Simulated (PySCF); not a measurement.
Radial density of Co+ (cobalt, charge +1)

UHF, [Ar] 3d8, high-spin 3F determinant. All numbers are calculated (PySCF 2.14, scalar relativity by spin-free X2C-1e, in aug-cc-pVDZ-DK).

```csv
r (bohr),4πr²ρ (e/bohr),4πr²(ρα − ρβ)
0.000997,0.2423,0.0000
0.00168,0.6091,0.0000
0.00282,1.499,0.0000
0.00474,3.557,0.0000
0.00798,7.948,0.0000
0.0134,15.95,0.0001
0.0226,26.58,0.0002
0.0380,32.72,0.0006
0.0639,27.81,0.0034
0.107,27.50,0.0225
0.181,36.69,0.1453
0.304,21.06,0.6838
0.511,16.14,1.6830
0.860,15.95,1.7271
1.45,4.485,0.7031
2.43,0.6054,0.0993
4.09,0.03162,-0.0011
6.88,0.0001168,0.0000
```

Densities and radii are taken from the X2C orbitals without a picture-change correction, which distorts them close to the nucleus.
